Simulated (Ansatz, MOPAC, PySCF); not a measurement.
Noncovalent pair: C2H4 (SMILES C=C) (first 6 atoms) with CH3Cl (SMILES CCl); geometry from B3LYP-D3(BJ)/def2-TZVP, rigid monomers moved along the line of their centres of mass till C1···H11 is 4.00 Å.
(charge 0, multiplicity 1):
```xyz
11

C      0.542    -0.475     0.214
C     -0.396     0.461     0.225
H      0.538    -1.283     0.936
H      1.342    -0.473    -0.516
H     -0.404     1.269    -0.496
H     -1.196     0.448     0.956
C      0.347     0.206     5.077
Cl    -0.913    -1.062     4.893
H     -0.085     1.035     5.630
H      1.182    -0.223     5.622
H      0.652     0.520     4.084
```

Monomers are frozen at their geometry in the pair; levels with a basis set take the counterpoise correction. Rows marked so take none.

Correlated levels freeze the cores. Rows in 3-21G, 6-31G* carry no dispersion term and start afresh at each structure (6-31G* with six Cartesian d functions). MP2/6-31G* freezes PySCF's default core. The state that PM7 reach isn't checked; PM7 holds dispersion and hydrogen-bond terms.

Programs: Ansatz (a quantum-chemistry and plane-wave program) with Gaussian orbitals; MOPAC for PM7 (differences of heats of formation); PySCF for 3-21G rows, 6-31G* rows, the dispersion terms. Values without a source in brackets are computed.

```
level                            interaction energy (kcal/mol)
-------------------------------  -----------------------------
PM7                                                      -0.99
HF/3-21G (no counterpoise)                               -0.57
PBE-D4/def2-TZVPPD                                       -0.93
BP86/6-31G* (no counterpoise)                            -0.22
B3LYP/6-31G* (no counterpoise)                           -0.42
PBE0-D4/def2-TZVPPD                                      -0.90
M06-2X/6-31G* (no counterpoise)                          -0.83
MP2/6-31G*                                               -0.49
CCSD/aug-cc-pV(D+d)Z                                       [?]
```

**Question.** Fill in the missing entries.

**Answer.** 
- CCSD/aug-cc-pV(D+d)Z, interaction energy (kcal/mol): -0.68
